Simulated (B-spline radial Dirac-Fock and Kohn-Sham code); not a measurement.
## The L3 (2p3/2) hole of hafnium ions: width and yield against charge

Method: independent-particle rates on relativistic LDA orbitals of the hole state (multipoles up to L = 3, Coulomb Auger matrix elements, transition energies from Dirac-Fock). Computed with a B-spline atomic structure program. Tabulated ground configurations, configuration averages; single configurations, so decays that open only by mixing (as 1s 2s² with 1s 2p² in Be-like ions) are missing and such tiny yields are far too low.

```csv
ion,configuration,radiative (eV),non-radiative (eV),yield
Hf,[Xe] 4f14 5d2 6s2,1.09,3.46,0.240
Hf⁺,[Xe] 4f14 5d1 6s2,1.09,3.45,0.240
Hf²⁺,[Xe] 4f14 5d2,1.09,3.46,0.240
Hf³⁺,[Xe] 4f14 5d1,1.09,3.46,0.240
Hf⁴⁺,[Xe] 4f14,1.09,3.45,0.240
Hf⁵⁺,[Xe] 4f13,1.09,3.47,0.240
Hf⁶⁺,[Kr] 4d10 4f13 5s2 5p5,1.09,3.46,0.240
Hf⁷⁺,[Kr] 4d10 4f13 5s2 5p4,1.09,3.46,0.240
```
